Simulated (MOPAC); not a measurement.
Job for MOPAC: PM3 on GeH2O (SMILES [OH][GeH]), a point of a torsion scan.

```
PM3 1SCF PRECISE CHARGE=0 THREADS=1
GeH2O

O     -0.82043617 1     0.27932684 1     0.28741339 1
Ge     0.78076578 1     0.62335992 1    -0.36813298 1
H     -1.39572270 1    -0.37371036 1    -0.10742731 1
H      1.04843074 1     1.75511724 1     0.80133577 1
```

It printed:

```
*******************************************************************************
 **                                                                           **
 **                              MOPAC v23.2.5                                **
 **                                                                           **
 *******************************************************************************
 ** MOPAC's Digital Object Identifier: https://doi.org/10.5281/zenodo.6511958 **
 **                                                                           **
 ** Please cite the open-source release paper for use of this MOPAC version:  **
 ** J. E. Moussa and J. J. P. Stewart (2026)                                  **
 ** MOPAC: An open-source semiempirical molecular orbital program             **
 ** J. Open Source Softw., 11(119), 8025, https://doi.org/10.21105/joss.08025 **
 *******************************************************************************

                              PM3 CALCULATION RESULTS

 *******************************************************************************
 *  PM3        - The PM3 Hamiltonian to be used
 *
 *
 *
 *                 CHARGE ON SYSTEM = 0
 *
 *
 *
 *  PRECISE    - TIGHTER CRITERIA TO BE USED
 *  1SCF       - DO 1 SCF AND THEN STOP
 *  THREADS=1  - MULTI-THREADING NOT USED
 *  T=         - A TIME OF 172800.0 SECONDS REQUESTED
 *  DUMP=N     - RESTART FILE WRITTEN EVERY 7200.0 SECONDS REQUESTED
 *******************************************************************************
PM3 1SCF PRECISE CHARGE=0 THREADS=1
 GeH2O

   ATOM   CHEMICAL          X               Y               Z
  NUMBER   SYMBOL      (ANGSTROMS)     (ANGSTROMS)     (ANGSTROMS)

     1       O         -0.82043617  *   0.27932684  *   0.28741339  *
     2      Ge          0.78076578  *   0.62335992  *  -0.36813298  *
     3       H         -1.39572270  *  -0.37371036  *  -0.10742731  *
     4       H          1.04843074  *   1.75511724  *   0.80133577  *



          CARTESIAN COORDINATES

    NO.       ATOM           X           Y           Z

     1         O         -0.8204      0.2793      0.2874
     2        Ge          0.7808      0.6234     -0.3681
     3         H         -1.3957     -0.3737     -0.1074
     4         H          1.0484      1.7551      0.8013

  H: (PM3): J. J. P. STEWART, J. COMP. CHEM. 10, 209 (1989).
  O: (PM3): J. J. P. STEWART, J. COMP. CHEM. 10, 209 (1989).
 Ge: (PM3): J. J. P. STEWART, J. COMP. CHEM. 12, 320-341 (1991).

           Empirical Formula: H2 O Ge  =     4 atoms



      MOLECULAR POINT GROUP   :   Cs


      RHF CALCULATION, NO. OF DOUBLY OCCUPIED LEVELS = 6


 -------------------------------------------------------------------------------
 PM3 1SCF PRECISE CHARGE=0 THREADS=1
 GeH2O



     1SCF WAS SPECIFIED, SO BFGS WAS NOT USED
     SCF FIELD WAS ACHIEVED


                              PM3 CALCULATION
                                                       MOPAC v23.2.5 Linux




          FINAL HEAT OF FORMATION =        -17.79050 KCAL/MOL =     -74.43546 KJ/MOL


          COSMO AREA              =         86.38 SQUARE ANGSTROMS
          COSMO VOLUME            =         72.43 CUBIC ANGSTROMS

          IONIZATION POTENTIAL    =          8.655598 EV
          HOMO LUMO ENERGIES (EV) =         -8.656 -0.333
          NO. OF FILLED LEVELS    =          6
          MOLECULAR WEIGHT        =         90.6052         POINT GROUP:  Cs

          MOLECULAR DIMENSIONS (Angstroms)

            Atom       Atom       Distance
            H     4    H     3     3.36625
           Ge     2    O     1     1.29007
            H     3   Ge     2     0.00000


          SCF CALCULATIONS        =          1





   ATOM   CHEMICAL          X               Y               Z
  NUMBER   SYMBOL      (ANGSTROMS)     (ANGSTROMS)     (ANGSTROMS)

     1       O         -0.82043617  *   0.27932684  *   0.28741339  *
     2      Ge          0.78076578  *   0.62335992  *  -0.36813298  *
     3       H         -1.39572270  *  -0.37371036  *  -0.10742731  *
     4       H          1.04843074  *   1.75511724  *   0.80133577  *

                             CARTESIAN COORDINATES

   1    O       -0.820436170     0.279326840     0.287413390
   2   Ge        0.780765780     0.623359920    -0.368132980
   3    H       -1.395722700    -0.373710360    -0.107427310
   4    H        1.048430740     1.755117240     0.801335770


           Empirical Formula: H2 O Ge  =     4 atoms



      MOLECULAR POINT GROUP   :   Cs


                  EIGENVALUES
 -35.13070 -17.16420 -14.23082 -11.84478 -11.57364  -8.65560  -0.33283   1.73043
   2.41704   5.60682


              NET ATOMIC CHARGES AND DIPOLE CONTRIBUTIONS

  ATOM NO.   TYPE          CHARGE      No. of ELECS.   s-Pop       p-Pop
    1          O          -0.587442        6.5874     1.77486     4.81258
    2         Ge           0.683734        3.3163     1.75035     1.56591
    3          H           0.195104        0.8049     0.80490
    4          H          -0.291395        1.2914     1.29140
 DIPOLE           X         Y         Z       TOTAL
 POINT-CHG.     2.104    -1.548    -3.242     4.163
 HYBRID        -1.941     0.589     1.993     2.844
 SUM            0.163    -0.958    -1.249     1.583


          ATOMIC ORBITAL ELECTRON POPULATIONS

     Atom    s        px        py        pz
    1  O   1.77486   1.49436   1.58675   1.73146
    2 Ge   1.75035   0.47446   0.45442   0.63703
    3  H   0.80490
    4  H   1.29140

 **********************
 *                    *
 * JOB ENDED NORMALLY *
 *                    *
 **********************




 == MOPAC DONE ==
```

The run finished.

Cost: about 0.04 core-seconds (a rough figure).
